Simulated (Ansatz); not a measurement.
Computed with Ansatz on PBE0-D4/def2-TZVP structures; ΔE is electronic, products minus reactants. CCSD(T)/CBS is the MP2 limit (def2-TZVPP, def2-QZVPP) plus CCSD(T) − MP2 in def2-TZVPP, frozen cores. Functionals use def2-TZVPP. B3LYP here is the variant with VWN-RPA as its local correlation; programs differ in this. HSE06 is defined as in plane-wave codes. One conformer a species, not always the lowest.

Consider the redistribution: `O=C=N[SiH](F)Cl` + `C=C[SiH](C)S` → `C[Si](F)(Cl)N=C=O` + `C=C[SiH2]S`.

```csv
level,ΔE (kJ/mol),difference from CCSD(T)/CBS
LDA (SPW92),-14.3,-3.0
PBE-D4,-12.8,-1.5
revPBE-D4,-12.8,-1.5
BLYP-D4,-12.4,-1.1
r2SCAN-D4,-13.5,-2.2
B97M-V,-15.8,-4.5
PBE0-D4,-13.1,-1.8
B3LYP-D4,-12.6,-1.3
r2SCANh-D4,-13.5,-2.2
r2SCAN0-D4,-13.5,-2.2
HSE06-D4,-13.0,-1.7
CAM-B3LYP-D4,-13.0,-1.7
ωB97M-V,-13.2,-1.9
B2PLYP,-11.9,-0.6
PBE-QIDH,-12.2,-0.9
PBE,-12.9,-1.6
BLYP,-12.3,-1.0
r2SCAN,-13.6,-2.3
PBE0,-13.2,-1.9
r2SCANh,-13.6,-2.3
r2SCAN0,-13.6,-2.3
HSE06,-13.1,-1.8
BHLYP,-12.9,-1.6
CAM-B3LYP,-13.2,-1.9
LC-ωPBE,-13.5,-2.2
RPA@PBE/def2-TZVPP,-11.3,0.0
HF/def2-SVP,-14.6,-3.3
MP2/def2-SVP,-11.6,-0.3
CCSD/def2-SVP,-12.7,-1.4
CCSD(T)/def2-SVP,-12.6,-1.3
HF/def2-TZVPP,-12.7,-1.4
MP2/def2-TZVPP,-10.2,1.1
CCSD/def2-TZVPP,-12.0,-0.7
CCSD(T)/def2-TZVPP,-11.8,-0.5
HF/def2-QZVPP,-12.2,-0.9
MP2/def2-QZVPP,-9.8,1.5
SCS-MP2/def2-QZVPP,-9.9,1.4
HF/CBS(def2),-12.2,-0.9
MP2/CBS(def2),-9.8,1.5
CCSD/CBS(def2),-11.5,-0.2
CCSD(T)/CBS,-11.3,0
```

Largest T1 diagnostic among the species: 0.014.

Leaving LDA and LC-ωPBE aside and taking each functional with its dispersion term where it has one, the values spread over 3.9 kJ/mol, from B97M-V to B2PLYP.
